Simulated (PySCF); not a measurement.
# 17O chemical shifts

All values are calculated (PySCF 2.14.0 with density-fitted response routines): GFN2-xTB geometry, shielding tensors at PBE0/pcSseg-1 (GIAO). One averaged value for each set of equivalent atoms, relativity neglected, no solvent model, one conformer.

Shieldings were converted by a linear fit to measured shifts: 17O (scatter 10.7 ppm rms, 12.2 ppm with the 3 outliers that the fit left out vs liquid water, solution or neat liquid). A few per cent of atoms miss by over 2 rms, more outside the fitted compound classes.

Problem. Give the 17O shifts of `FC(F)(F)O[C@H]1OCC12COC2`, `O[Si@@H]([SiH3])CO[SiH2]Cl`, `C=CC[P@](=O)(C=C)C1CC1`, `CO[Si@]([SiH3])(Cl)O[SiH3]`, `CC1=C[P@](=O)(C2CC2)CC1`, `CC[P@@]1(=O)C=CC(C)=C1C`.

Solution. 
| compound | environment | δ (ppm) |
| --- | --- | --- |
| [F:1][C:2]([F:3])([F:4])[O:5][C@H:6]1[O:7][CH2:8][C:9]12[CH2:10][O:11][CH2:12]2 | O5: ether oxygen | 111.7 |
| [F:1][C:2]([F:3])([F:4])[O:5][C@H:6]1[O:7][CH2:8][C:9]12[CH2:10][O:11][CH2:12]2 | O7: ether oxygen | 32.0 |
| [F:1][C:2]([F:3])([F:4])[O:5][C@H:6]1[O:7][CH2:8][C:9]12[CH2:10][O:11][CH2:12]2 | O11: ether oxygen | -40.1 |
| [OH:1][Si@@H:2]([SiH3:3])[CH2:4][O:5][SiH2:6][Cl:7] | O5: oxygen bonded to C, Si | 1.7 |
| [OH:1][Si@@H:2]([SiH3:3])[CH2:4][O:5][SiH2:6][Cl:7] | O1: oxygen bonded to Si, H | -12.9 |
| C=CC[P@](=O)(C=C)C1CC1 | P=O oxygen | 7.5 |
| [CH3:1][O:2][Si@:3]([SiH3:4])([Cl:5])[O:6][SiH3:7] | O6: oxygen bonded to 2 Si | 21.6 |
| [CH3:1][O:2][Si@:3]([SiH3:4])([Cl:5])[O:6][SiH3:7] | O2: oxygen bonded to C, Si | 20.4 |
| CC1=C[P@](=O)(C2CC2)CC1 | P=O oxygen | 41.2 |
| CC[P@@]1(=O)C=CC(C)=C1C | P=O oxygen | 27.1 |

Problem. Match the shifts 583.3, 102.4, 16.4 ppm to `C=C[P@@](=O)(C#CC)C(C)C`, `C=C(C)P1CCC(=O)CC1`, `CC[SiH2]O/C([SiH3])=C/[SiH2]F`.

Solution. 583.3: C=C(C)P1CCC(=O)CC1 (ketone oxygen); 102.4: CC[SiH2]O/C([SiH3])=C/[SiH2]F (oxygen bonded to C, Si); 16.4: C=C[P@@](=O)(C#CC)C(C)C (P=O oxygen).
